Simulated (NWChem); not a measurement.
System: MoNHSClF; SMILES [Cl][Mo]([F])(=[S])=[NH]

Parts of the log:

```
             Northwest Computational Chemistry Package (NWChem) 7.3.0
             --------------------------------------------------------

 C1  symmetry detected

                             Geometry "geometry" -> ""
                             -------------------------

 Output coordinates in angstroms (scale by  1.889725989 to convert to a.u.)

  No.       Tag          Charge          X              Y              Z
 ---- ---------------- ---------- -------------- -------------- --------------
    1 Mo                  42.0000    -0.24146638     0.09007746    -0.04642678
    2 N                    7.0000    -0.79304490     0.24054116    -1.64755510
    3 H                    1.0000    -0.78841404     0.60017365    -2.60194609
    4 S                   16.0000     1.31809448     1.47489638     0.20646914
    5 F                    9.0000    -1.63752149     0.48651340     1.08887545
    6 Cl                  17.0000     0.59585282    -2.00259871     0.17537479

 Effective nuclear repulsion energy (a.u.)     691.9048906838

                                 NWChem DFT Module
                                 -----------------

 Summary of "ao basis" -> "ao basis" (spherical)
 ------------------------------------------------------------------------------
       Tag                 Description            Shells   Functions and Types
 ---------------- ------------------------------  ------  ---------------------
 Mo                         def2-svp                11       31   5s3p2d1f
 N                          def2-svp                 6       14   3s2p1d
 H                          def2-svp                 3        5   2s1p
 S                          def2-svp                 8       18   4s3p1d
 F                          def2-svp                 6       14   3s2p1d
 Cl                         def2-svp                 8       18   4s3p1d

            General Information
            -------------------
          SCF calculation type: DFT
          Wavefunction type:  closed shell.
          No. of atoms     :     6
          No. of electrons :    64
           Alpha electrons :    32
            Beta electrons :    32
          Charge           :     0
          Spin multiplicity:     1
          Use of symmetry is: off; symmetry adaption is: off
          Maximum number of iterations: 150
          AO basis - number of functions:   100
                     number of shells:    42
          Convergence on energy requested:  1.00D-06
          Convergence on density requested:  1.00D-05
          Convergence on gradient requested:  5.00D-04

              XC Information
              --------------
                         B3LYP Method XC Potential
                     Hartree-Fock (Exact) Exchange  0.200
                        Slater Exchange Functional  0.800 local
                    Becke 1988 Exchange Functional  0.720 non-local
              Lee-Yang-Parr Correlation Functional  0.810
                  VWN I RPA Correlation Functional  0.190 local

             Grid Information
             ----------------
          Grid used for XC integration:  medium
          Radial quadrature: Mura-Knowles
          Angular quadrature: Lebedev.
          Tag              B.-S. Rad. Rad. Pts. Rad. Cut. Ang. Pts.
          ---              ---------- --------- --------- ---------
          Mo                  1.45      123           9.0       590
          N                   0.65       49           9.0       434
          H                   0.35       45          11.0       434
          S                   1.00       88          10.0       590
          F                   0.50       49          10.0       434
          Cl                  1.00       88          11.0       590
          Grid pruning is: on
          Number of quadrature shells:   442
          Spatial weights used:  Erf1

      Superposition of Atomic Density Guess
      -------------------------------------

 Sum of atomic energies:       -1087.99879756

      Non-variational initial energy
      ------------------------------

 Total energy =   -1078.613996
 1-e energy   =   -2167.312670
 2-e energy   =     759.794652
 HOMO         =      -0.333672
 LUMO         =      -0.057830

     ---------------------------------------------
      Total Density - Mulliken Population Analysis
     ---------------------------------------------

    Atom       Charge   Shell Charges
 -----------   ------   -------------------------------------------------------
    1 Mo  14    11.47  -0.39  1.55  0.87  0.31  0.05  5.94  0.35  0.15  2.12  0.47  0.06
    2 N    7     7.96   1.99  1.10  0.57  2.61  1.68  0.01
    3 H    1     0.74   0.58  0.12  0.04
    4 S   16    16.74   2.00  1.99  1.25  0.65  5.94  1.93  2.95  0.03
    5 F    9     9.65   1.99  1.15  0.81  3.53  2.16  0.00
    6 Cl  17    17.43   2.00  1.99  1.23  0.71  5.94  2.17  3.37  0.01

   convergence    iter        energy       DeltaE   RMS-Dens  Diis-err
 ---------------- ----- ----------------- --------- --------- ---------
 d= 0,ls=0.0,diis     1  -1081.1595712314 -1.41D+03  5.23D-02  3.40D+00
 d= 0,ls=0.0,diis     2  -1074.4276470906  6.73D+00  4.60D-02  4.63D+01
 d= 0,ls=0.0,diis     3  -1081.4315609225 -7.00D+00  1.05D-02  1.52D+00
 d= 0,ls=0.0,diis     4  -1081.5702408636 -1.39D-01  2.98D-03  3.31D-01
 d= 0,ls=0.0,diis     5  -1081.6034187525 -3.32D-02  1.30D-03  1.36D-02
  Resetting Diis
 d= 0,ls=0.0,diis     6  -1081.6046215215 -1.20D-03  6.69D-04  5.54D-03
 d= 0,ls=0.0,diis     7  -1081.6051448120 -5.23D-04  1.15D-03  1.94D-03
 d= 0,ls=0.0,diis     8  -1081.6028756737  2.27D-03  8.63D-04  1.95D-02
 d= 0,ls=0.0,diis     9  -1081.6053876459 -2.51D-03  8.26D-05  8.97D-05
 d= 0,ls=0.0,diis    10  -1081.6053981715 -1.05D-05  3.00D-05  1.46D-05
 d= 0,ls=0.0,diis    11  -1081.6053999687 -1.80D-06  7.40D-06  1.32D-06
 d= 0,ls=0.0,diis    12  -1081.6054001374 -1.69D-07  1.36D-06  1.14D-08

         Total DFT energy =    -1081.605400137386
      One electron energy =    -2170.750612911754
           Coulomb energy =      839.756684117314
    Exchange-Corr. energy =      -79.515493257724
 Nuclear repulsion energy =      328.904021914779

 Numeric. integr. density =       64.000002173447

                       DFT Final Molecular Orbital Analysis
                       ------------------------------------

 Vector   30  Occ=2.000000D+00  E=-3.274283D-01
              MO Center= -2.8D-02, -8.3D-01, -4.3D-01, r^2= 3.8D+00
   Bfn.  Coefficient  Atom+Function         Bfn.  Coefficient  Atom+Function
  ----- ------------  ---------------      ----- ------------  ---------------
    95      0.430864  6 Cl pz                92      0.325236  6 Cl pz
    36      0.253588  2 N  py                35     -0.220961  2 N  px
    39     -0.197641  2 N  py                89      0.187773  6 Cl pz
    38      0.172244  2 N  px                94      0.172958  6 Cl py
    16      0.152534  1 Mo d -1              37      0.130398  2 N  pz

 Vector   31  Occ=2.000000D+00  E=-3.029120D-01
              MO Center=  8.0D-01,  5.9D-01,  1.7D-01, r^2= 3.6D+00
   Bfn.  Coefficient  Atom+Function         Bfn.  Coefficient  Atom+Function
  ----- ------------  ---------------      ----- ------------  ---------------
    61      0.339068  4 S  px                93     -0.301562  6 Cl px
    62     -0.283358  4 S  py                58      0.261955  4 S  px
    19      0.252650  1 Mo d  2              59     -0.221018  4 S  py
    90     -0.215920  6 Cl px                63     -0.167224  4 S  pz
    55      0.148488  4 S  px                60     -0.129018  4 S  pz

 Vector   32  Occ=2.000000D+00  E=-2.817585D-01
              MO Center=  5.9D-01,  8.1D-01, -2.6D-01, r^2= 3.8D+00
   Bfn.  Coefficient  Atom+Function         Bfn.  Coefficient  Atom+Function
  ----- ------------  ---------------      ----- ------------  ---------------
    63      0.435441  4 S  pz                60      0.330057  4 S  pz
    36     -0.236748  2 N  py                62     -0.229492  4 S  py
    35     -0.204888  2 N  px                57      0.185987  4 S  pz
    39      0.183916  2 N  py                59     -0.172632  4 S  py
    38      0.168839  2 N  px                95     -0.131993  6 Cl pz

 Vector   33  Occ=0.000000D+00  E=-1.222982D-01
              MO Center= -8.0D-03,  1.4D-01, -2.7D-02, r^2= 2.9D+00
   Bfn.  Coefficient  Atom+Function         Bfn.  Coefficient  Atom+Function
  ----- ------------  ---------------      ----- ------------  ---------------
    15      0.504242  1 Mo d -2              16     -0.437047  1 Mo d -1
    19     -0.315856  1 Mo d  2              61      0.270918  4 S  px
    63      0.249631  4 S  pz                18      0.221939  1 Mo d  1
    93      0.187032  6 Cl px                38     -0.154602  2 N  px
    35      0.146967  2 N  px                73     -0.141282  5 F  py

 Vector   34  Occ=0.000000D+00  E=-1.134274D-01
              MO Center=  1.9D-01,  4.3D-01, -6.4D-03, r^2= 2.9D+00
   Bfn.  Coefficient  Atom+Function         Bfn.  Coefficient  Atom+Function
  ----- ------------  ---------------      ----- ------------  ---------------
    19      0.647925  1 Mo d  2              16     -0.412537  1 Mo d -1
    62      0.344502  4 S  py                61     -0.243144  4 S  px
    59      0.183246  4 S  py                24      0.166687  1 Mo d  2
    63      0.155526  4 S  pz                39     -0.148305  2 N  py
    93     -0.143939  6 Cl px                58     -0.143129  4 S  px

 Vector   35  Occ=0.000000D+00  E=-7.707961D-02
              MO Center= -9.5D-02,  1.1D-01, -3.6D-01, r^2= 3.1D+00
   Bfn.  Coefficient  Atom+Function         Bfn.  Coefficient  Atom+Function
  ----- ------------  ---------------      ----- ------------  ---------------
    15      0.481439  1 Mo d -2              16      0.381696  1 Mo d -1
    17      0.362012  1 Mo d  0              94      0.326575  6 Cl py
    34     -0.286410  2 N  s                 39      0.247677  2 N  py
    86      0.245253  6 Cl s                 36     -0.237486  2 N  py
    47      0.217752  3 H  s                 62      0.218680  4 S  py

     ---------------------------------------------
      Total Density - Mulliken Population Analysis
     ---------------------------------------------

    Atom       Charge   Shell Charges
 -----------   ------   -------------------------------------------------------
    1 Mo  14    13.32  -0.40  1.64  0.80  0.30 -0.02  6.00  0.51  0.20  3.58  0.63  0.07
    2 N    7     7.28   1.99  1.05  0.56  2.34  1.33  0.01
    3 H    1     0.83   0.70  0.09  0.04
    4 S   16    16.07   2.00  1.98  1.31  0.59  5.92  1.80  2.43  0.04
    5 F    9     9.33   1.99  1.13  0.83  3.33  2.05  0.00
    6 Cl  17    17.17   2.00  1.98  1.29  0.67  5.93  2.15  3.13  0.02

     -------------------------------------------
      Total Density - Lowdin Population Analysis
     -------------------------------------------

    Atom       Charge   Shell Charges
 -----------   ------   -------------------------------------------------------
    1 Mo  14    14.42   0.00  0.98  0.92  0.34  0.13  5.64  1.01  0.45  3.28  1.54  0.11
    2 N    7     7.02   1.97  0.80  0.47  2.18  1.57  0.03
    3 H    1     0.89   0.57  0.20  0.12
    4 S   16    15.71   2.00  1.96  0.99  0.65  5.81  1.89  2.37  0.05
    5 F    9     9.13   1.98  1.03  0.76  3.21  2.16  0.01
    6 Cl  17    16.82   2.00  1.96  1.03  0.73  5.82  2.26  3.01  0.02

     Multipole analysis of the density
     ---------------------------------

     L   x y z        total         alpha         beta         nuclear
     -   - - -        -----         -----         ----         -------
     0   0 0 0      0.000000    -32.000000    -32.000000     64.000000

     1   1 0 0     -0.065275     -6.420912     -6.420912     12.776548
     1   0 1 0      0.139129      2.452669      2.452669     -4.766208
     1   0 0 1     -0.789725     -1.623137     -1.623137      2.456549

     2   2 0 0    -45.423585   -136.641727   -136.641727    227.859868
     2   1 1 0      0.099447     -2.693614     -2.693614      5.486674
     2   1 0 1      1.874709     -1.629765     -1.629765      5.134239
     2   0 2 0    -44.599680   -211.550211   -211.550211    378.500742
     2   0 1 1     -1.827836      0.380039      0.380039     -2.587914
     2   0 0 2    -39.469418    -87.008457    -87.008457    134.547495
```

Level: B3LYP/def2-SVP with def2 effective core potentials on Mo. The geometry was optimised at PBE0/def2-SVP. B3LYP is NWChem's, with the RPA form of VWN correlation. def2 effective core potentials on Mo; no spin-orbit coupling.

Q: Which NWChem input produces such a log?

A: One answer among several that fit: the input that was run:
```
start job
memory heap 200 mb stack 900 mb global 1100 mb
geometry units angstroms noautoz
  Mo    -0.271912     0.055507    -0.008456
  N     -1.127587     0.105207    -1.476734
  H     -1.342112     0.439073    -2.416272
  S      1.144388     1.606371    -0.061607
  F     -1.465042     0.327560     1.369031
  Cl     0.818514    -1.928405     0.059788
end
basis spherical
  * library def2-svp
end
ecp
  Mo library def2-ecp
end
dft
  xc b3lyp
  iterations 150
  mulliken
end
task dft energy
```
